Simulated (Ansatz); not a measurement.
Two isomers of C2H5FGeO: A = `O[C]1(F)[CH2][GeH2]1`, B = `O/C(F)=[CH]\[GeH3]`.

Program: Ansatz. Geometries: PBE0-D4/def2-TZVP. ΔE: electronic, gas phase. CCSD(T)/CBS adds triple-zeta CCSD(T) − MP2 to the extrapolated MP2 energy (def2 sets, frozen cores). Functionals use def2-TZVPP. B3LYP here is the variant with VWN-RPA as its local correlation; programs differ in this. For Ge outer-core shells are correlated without core-valence functions, which leaves a few kJ/mol of doubt a bond. Scalar relativity is left out up to krypton. One conformer a species, not always the lowest.

**Question.** Which isomer does CCSD(T)/CBS put lower? Give the gap. (Best estimate.)

**Answer.** The calculation gave: B, by 17.2 kcal/mol.

**Question.** Give E(B) − E(A) in kcal/mol with HF/def2-TZVPP, PBE0-D4, CCSD(T)/def2-TZVPP, CCSD/def2-TZVPP, r2SCAN-D4, MP2/def2-TZVPP, B3LYP. (Best estimate.)

**Answer.** Ansatz gave: HF/def2-TZVPP -28.5, PBE0-D4 -17.2, CCSD(T)/def2-TZVPP -19.2, CCSD/def2-TZVPP -20.1, r2SCAN-D4 -18.0, MP2/def2-TZVPP -18.0, B3LYP -20.7. None reverses the order clearly.

Largest T1 diagnostic: 0.012.

From PBE to PBE0 (25 % exact exchange), in def2-TZVPP and without D4, E(B) − E(A) moves by −1.1 kcal/mol. In def2-TZVPP, CCSD(T) changes the Hartree–Fock value by +9.3 kcal/mol (the triples alone add +0.9 kcal/mol) and MP2 by +10.5 kcal/mol.
